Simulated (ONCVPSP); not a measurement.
# Configuration tests for titanium (ONCV)

titanium, optimised norm-conserving Vanderbilt (ONCV), made with ONCVPSP 4.0.1 (LDA (Perdew-Wang 92), non-relativistic). Core [Ne], reference 3s2 3p6 3d2 4s1 4p1. Waves: 3s+4s: rc 1.90 bohr, ncon 3, nbas 7, qcut 8.3 1/bohr, 2 projectors; 3p+4p: rc 1.90 bohr, ncon 4, nbas 8, qcut 6.7 1/bohr, 3 projectors, debl 2.4 Ha; 3d: rc 1.95 bohr, ncon 3, nbas 7, qcut 7.1 1/bohr, 2 projectors, debl 1.5 Ha. Local part: polynomial inside 1.25 bohr (lpopt 1, dvloc0 0 Ha). Core correction: Teter function fitted to the true core (icmod 2), fcfact 0.55.

Energies are relative to the spin-unpolarised reference configuration 3s2 3p6 3d2 4s1 4p1; without spin polarisation the order of configurations can differ from experiment.

Give the all-electron excitation energy and the error of the potential for: 3s2 3p6 3d2 4s2 4p0; 3s2 3p6 3d2 4s1 4p0; 3s2 3p6 3d2 4s0 4p0; 3s1 3p6 3d2 4s2 4p0.

| valence configuration | charge | ΔE all-electron (eV) | error AE − PS (meV) |
| --- | --- | --- | --- |
| 3s2 3p6 3d2 4s2 4p0 | 0 | -3.071 | -0.1 |
| 3s2 3p6 3d2 4s1 4p0 | +1 | 4.396 | +0.2 |
| 3s2 3p6 3d2 4s0 4p0 | +2 | 18.087 | +0.5 |
| 3s1 3p6 3d2 4s2 4p0 | +1 | 65.415 | -307 |

Levels in the configuration 3s2 3p6 3d2 4s1 4p0:

```csv
level,all-electron (eV),pseudo (eV)
3s,-68.785,-68.795
3p,-46.061,-46.068
3d,-11.785,-11.792
4s,-10.513,-10.512
```
